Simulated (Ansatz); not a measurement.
CH₆InNO, SMILES `C[O][InH][NH2]` at its PBE0-D4/def2-TZVP geometry, where that method's forces vanish. Charge 0, multiplicity 1. In: def2 effective core potential.

```tsv
atom	x (Å)	y (Å)	z (Å)
C1	1.085	0.882	-0.950
O2	1.448	-0.112	-0.036
In3	0.082	-1.102	1.020
N4	-1.762	-0.520	0.477
H5	0.599	1.747	-0.471
H6	1.987	1.256	-1.448
H7	0.406	0.518	-1.735
H8	0.595	-2.318	2.079
H9	-1.879	0.362	0.004
H10	-2.562	-0.713	1.059
```

(1) For each bond, give half the difference of the two atoms' forces along it (eV/Å; positive pushes the atoms apart) under PBE-D4, r2SCAN-D4, B3LYP-D4, ωB97M-V in def2-TZVPP. (Estimate.)

## Answers

(1) Computed: 
| bond | length (Å) | PBE-D4 | r2SCAN-D4 | B3LYP-D4 | ωB97M-V |
| --- | --- | --- | --- | --- | --- |
| C1–O2 | 1.398 | 0.30 | 0.28 | 0.28 | 0.32 |
| C1–H5 | 1.101 | 0.06 | -0.06 | -0.09 | -0.11 |
| C1–H6 | 1.096 | 0.10 | -0.04 | -0.12 | -0.13 |
| C1–H7 | 1.100 | 0.05 | -0.06 | -0.09 | -0.11 |
| O2–In3 | 1.990 | 0.25 | 0.04 | 0.13 | -0.07 |
| In3–N4 | 2.009 | 0.08 | 0.07 | 0.22 | 0.03 |
| In3–H8 | 1.692 | -0.12 | -0.13 | -0.14 | -0.09 |
| N4–H9 | 1.008 | 0.19 | 0.00 | -0.06 | -0.02 |
| N4–H10 | 1.007 | 0.20 | 0.03 | -0.05 | -0.02 |

B3LYP here is the variant with VWN-RPA as its local correlation; programs differ in this.
